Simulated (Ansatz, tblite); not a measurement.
Removing and adding an electron: `C[Si](C)(C)C#Cc1cc2sc(-c3cc4sc(-c5cc6sc(-c7cc8sc(-c9cc%10sc(-c%11cc%12sc(C#C[Si](C)(C)C)cc%12s%11)cc%10s9)cc8s7)cc6s5)cc4s3)cc2s1`. The state is a singlet with charge 0. Geometry: r2SCAN-D4/def2-SVP. Ansatz, gas phase; energy differences of separate SCF runs; the oxidised species was run as a doublet alone; the reduced species was run as a doublet alone.

```xyz
90

C   -19.967    4.489   -9.320
Si  -20.059    4.636   -7.449
C   -21.242    3.360   -6.740
C   -20.588    6.369   -6.950
C   -18.374    4.313   -6.773
C   -17.239    4.097   -6.349
C   -15.947    3.852   -5.860
C   -14.748    3.856   -6.568
C   -13.653    3.563   -5.731
S   -11.940    3.414   -5.966
C   -11.695    3.045   -4.259
C   -10.368    2.793   -3.771
C    -9.170    2.821   -4.480
C    -8.070    2.510   -3.656
S    -6.359    2.365   -3.901
C    -6.108    1.951   -2.205
C    -4.783    1.672   -1.729
C    -3.576    1.782   -2.414
C    -2.484    1.392   -1.613
S    -0.769    1.276   -1.849
C    -0.539    0.684   -0.203
C     0.778    0.350    0.261
C     1.997    0.524   -0.388
C     3.073    0.047    0.388
S     4.792   -0.048    0.178
C     4.989   -0.813    1.754
C     6.289   -1.199    2.231
C     6.600   -1.785    3.456
C     7.980   -2.038    3.577
S     8.994   -2.730    4.802
C    10.431   -2.497    3.805
C    11.715   -2.908    4.300
C    12.019   -3.500    5.522
C    13.400   -3.762    5.648
S    14.405   -4.461    6.872
C    15.846   -4.229    5.874
C    17.101   -4.632    6.353
C    18.198   -4.989    6.786
Si   19.856   -5.520    7.395
C    20.847   -3.989    7.848
C    20.710   -6.469    6.016
C    19.607   -6.616    8.900
C    15.543   -3.636    4.651
C    14.164   -3.375    4.531
S    13.153   -2.675    3.306
C    10.123   -1.907    2.583
C     8.742   -1.652    2.460
S     7.725   -0.965    1.235
C     3.769   -0.976    2.406
C     2.697   -0.491    1.632
S     0.977   -0.407    1.842
C    -1.745    0.588    0.486
C    -2.835    0.986   -0.313
S    -4.551    1.086   -0.081
C    -7.305    1.930   -1.494
C    -8.405    2.243   -2.317
S   -10.117    2.380   -2.075
C   -12.893    3.041   -3.552
C   -13.994    3.333   -4.385
S   -15.703    3.481   -4.148
H   -19.255    5.217   -9.741
H   -19.639    3.482   -9.624
H   -20.953    4.677   -9.776
H   -22.264    3.521   -7.122
H   -20.934    2.338   -7.011
H   -21.279    3.420   -5.640
H   -20.618    6.475   -5.854
H   -21.593    6.598   -7.341
H   -19.889    7.126   -7.342
H   -14.701    4.064   -7.637
H    -9.114    3.056   -5.544
H    -3.508    2.131   -3.446
H     2.086    0.978   -1.376
H     5.852   -2.012    4.217
H    11.264   -3.726    6.277
H    20.346   -3.412    8.641
H    21.851   -4.267    8.212
H    20.974   -3.326    6.978
H    20.832   -5.842    5.118
H    20.130   -7.360    5.728
H    21.712   -6.803    6.334
H    20.578   -6.957    9.297
H    19.010   -7.507    8.650
H    19.084   -6.074    9.705
H    16.306   -3.415    3.904
H    10.876   -1.681    1.825
H     3.674   -1.434    3.391
H    -1.813    0.245    1.520
H    -7.359    1.699   -0.429
H   -12.951    2.834   -2.481
```

The xTB rows come from tblite. Single mean-field runs in def2-SVP are fitted with def2-universal-jkfit.

Q: Estimate orbital energies and vertical ionisation energies and electron affinities at: GFN1-xTB; GFN2-xTB; PBE-D4/def2-SVP; PBE0-D4/def2-SVP.

A: 
```
           level  −HOMO (eV)  vertical IE (eV)  −LUMO (eV)  vertical EA (eV)  HOMO–LUMO gap (eV)  IE − EA (eV)
        GFN1-xTB       10.14             11.16        8.83              7.82                1.32          3.34
        GFN2-xTB        9.70             10.67        8.40              7.42                1.30          3.25
 PBE-D4/def2-SVP        4.43              5.46        3.07              2.15                1.36          3.32
PBE0-D4/def2-SVP        5.17              5.89        2.67              2.03                2.50          3.86
```

 Raw xTB energy differences between charge states are shifted by several eV; the methods need an empirical correction for them. Sets without diffuse functions give affinities that are too small.
